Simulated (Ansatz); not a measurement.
Job for Ansatz (a quantum-chemistry and plane-wave program): R-B3LYP-D3(BJ)/def2-TZVP on HCl (SMILES Cl).

Ansatz 0.2 input:
```yaml
crystal:
  periodic: [false, false, false]
  atoms:
    - {symbol: Cl, position_ang: [0.00000000, 0.00000000, 0.64000000]}
    - {symbol: H, position_ang: [0.00000000, 0.00000000, -0.64000000]}
basis:
  gaussian:
    orbitals: def2-TZVP
hamiltonian:
  xc: b3lyp
  dispersion: d3bj
relax: {f_tol: 0.004, max_steps: 120}
scf: {lower_state_search: off}
```

Program output:

```
WARN ansatz: RAYON_NUM_THREADS=4 ignored (pool sized by the plan → 4); use --threads N
Functional definition: B3LYP
these checks for a lower state are left out or cut short: stability, starts, cluster_reference, orbital_swaps, neighbouring_geometries, increment
integrals: 0.00 GiB planned
307 factors; their error is unknown
mean field: 0.11 GiB planned
mean field evaluation 1: about -12539.6720 eV, gradient 1.0e1 eV
mean field evaluation 2: about -12539.7274 eV, gradient 1.1e1 eV
mean field evaluation 4: about -12539.9314 eV, gradient 2.5e-1 eV
mean field evaluation 8: about -12539.9615 eV, gradient 4.4e-4 eV
mean field -12539.96148220 eV, -460.8350845798 hartree, gradient 2.3e-6 eV, S^2 0.000000; 0 other end points of the search recorded, 0 dependent functions left out
the calculation of the forces begins
reference -12539.96163216 eV, -460.8350900904 hartree; 9, 9 occupied and 34, 34 virtual orbitals, 307 factors
relax step   1: F+E_penalty+E_count = -12539.97677534 eV  Δ(F+E_penalty+E_count) = +0.000e0 eV  max|allowed force component| = 6.319e-2 eV/Å  Δτ_max = 0.0000 Å  (12 SCF iters, accepted)
these checks for a lower state are left out or cut short: stability, starts, cluster_reference, orbital_swaps, neighbouring_geometries, increment
integrals: 0.00 GiB planned
307 factors; their error is unknown
mean field: 0.11 GiB planned
mean field evaluation 16: about -12539.9615 eV, gradient 5.5e-2 eV
mean field -12539.96153448 eV, -460.8350865010 hartree, gradient 2.1e-6 eV, S^2 0.000000; 0 other end points of the search recorded, 0 dependent functions left out
the calculation of the forces begins
reference -12539.96168447 eV, -460.8350920131 hartree; 9, 9 occupied and 34, 34 virtual orbitals, 307 factors
relax step   2: F+E_penalty+E_count = -12539.97682753 eV  Δ(F+E_penalty+E_count) = -5.219e-5 eV  max|allowed force component| = 2.668e-2 eV/Å  Δτ_max = 0.0006 Å  (12 SCF iters, accepted)
these checks for a lower state are left out or cut short: stability, starts, cluster_reference, orbital_swaps, neighbouring_geometries, increment
integrals: 0.00 GiB planned
307 factors; their error is unknown
mean field: 0.11 GiB planned
mean field -12539.96154592 eV, -460.8350869214 hartree, gradient 1.6e-6 eV, S^2 0.000000; 0 other end points of the search recorded, 0 dependent functions left out
the calculation of the forces begins
reference -12539.96169594 eV, -460.8350924346 hartree; 9, 9 occupied and 34, 34 virtual orbitals, 307 factors
relax step   3: F+E_penalty+E_count = -12539.97683891 eV  Δ(F+E_penalty+E_count) = -1.138e-5 eV  max|allowed force component| = 8.997e-5 eV/Å  Δτ_max = 0.0004 Å  (12 SCF iters, accepted)
Total energy: -12539.97698893 eV, -460.8356544415 hartree
Atom 0 at    -0.000000    -0.000000     0.641006 Å, force    -0.000000    -0.000000     0.000090 eV/Å
Atom 1 at     0.000000     0.000000    -0.641006 Å, force     0.000000     0.000000    -0.000090 eV/Å
Dipole moment:    -0.000000    -0.000000    -0.258088 e Å
Checks for a lower state left out: stability, starts, cluster_reference, orbital_swaps, neighbouring_geometries, increment
```

The calculation finished and met its thresholds.

Cost: very roughly 1.5 core-seconds.
